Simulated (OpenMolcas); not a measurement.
## Computed transition rates of Sn I

```json
{"Program": "OpenMolcas", "Method": "SS-RASPT2, IPEA 0.25 Eh, imaginary shift 0.1 Eh (closed shells correlated: 4d)", "Basis": "ANO-RCC [10s9p8d5f3g]", "Scalar Hamiltonian": "DKH2, point nucleus", "Active space": "4 electrons in 9 orbitals (RAS2 5s 5p; RAS3 5d, at most 2 electrons)", "State averaging": "2S+1 = 3 even, 3 roots; 2S+1 = 1 even, 6 roots; 2S+1 = 5 odd, 1 root; 2S+1 = 3 odd, 5 roots; 2S+1 = 1 odd, 5 roots", "Spin-orbit coupling": "RASSI with atomic mean-field integrals over the reference wave functions, term energies averaged over their components"}
```

Rates come from the transition moments of the reference wave functions (E1 and E2 in the length form). At fixed line strength A goes as λ^-3 for E1 and M1 and as λ^-5 for E2, so a rate at the computed wavelength can be rescaled to the measured one. Measured vacuum wavelengths follow from level energies in NIST Handbook of Basic Atomic Spectroscopic Data. Branching counts decays inside the model space alone, at computed energies, and the table is only a selection of the E2 and M1 lines, drawn from those between levels with measured partners whose computed energy lies within a factor of 1.5 of the measured one.

| Upper | Lower | Type | λ computed (nm) | λ measured (nm) | A computed (s-1) | A rescaled (s-1) | Branching % |
| --- | --- | --- | --- | --- | --- | --- | --- |
| 5s2 5p2 1S0 | 5s2 5p2 3P1 | M1 | 652.8 | 646.4 | 5.66e+00 |  | 77.2 |
| 5s2 5p2 1S0 | 5s2 5p2 1D2 | E2 | 1142 | 1170 | 1.14e+00 | 1.01e+00 | 15.5 |
| 5s2 5p2 1S0 | 5s2 5p2 3P2 | E2 | 727.8 | 728.1 | 5.39e-01 |  | 7.3 |
| 5s2 5p2 1D2 | 5s2 5p2 3P2 | M1 | 2006 | 1929 | 3.99e-01 |  | 54.1 |
| 5s2 5p2 1D2 | 5s2 5p2 3P1 | M1 | 1523 | 1445 | 3.32e-01 |  | 45.0 |
| 5s2 5p2 3P1 | 5s2 5p2 3P0 | M1 | 6693 | 5911 | 5.85e-02 | 8.49e-02 | 100.0 |
| 5s2 5p2 3P2 | 5s2 5p2 3P1 | M1 | 6334 | 5761 | 4.87e-02 | 6.47e-02 | 99.3 |
| 5s2 5p2 1D2 | 5s2 5p2 3P2 | E2 | 2006 | 1929 | 4.18e-03 |  | 0.6 |
| 5s2 5p2 3P2 | 5s2 5p2 3P0 | E2 | 3254 | 2917 | 3.03e-04 | 5.23e-04 | 0.6 |

Spin-changing lines and M1 lines between different terms are not rescaled, since their strength hangs on the term gaps too.

The largest correction is for 5s2 5p2 3P2 → 5s2 5p2 3P0 (E2): 3.03e-04 × (3254 / 2917)^5 = 5.23e-04 s-1, a factor of 1.73.

No measured rate stands beside these. Rescaling mends the energy factor alone: line strengths can still be far off where a level mixes with configurations outside the active space, and weak or spin-changing lines hang on small mixing coefficients that depend on the term gaps too, so rescaling need not improve them.

CASPT2 does not keep the components of a term degenerate, so their means are used; among the terms shown or strongly mixed into the levels shown the widest spread is 31 cm-1 (5s2 5p2 1D). The run also gave levels led by 5s2 5p 5d, which use shells meant for correlation; these and all levels above them are left out. Measured partners are found by configuration, term and J. A level has none where our copy of the source lacks it or the pairing is in doubt (some pairs that miss far off the trend of their configuration count as doubtful). Only configurations of the active space appear.
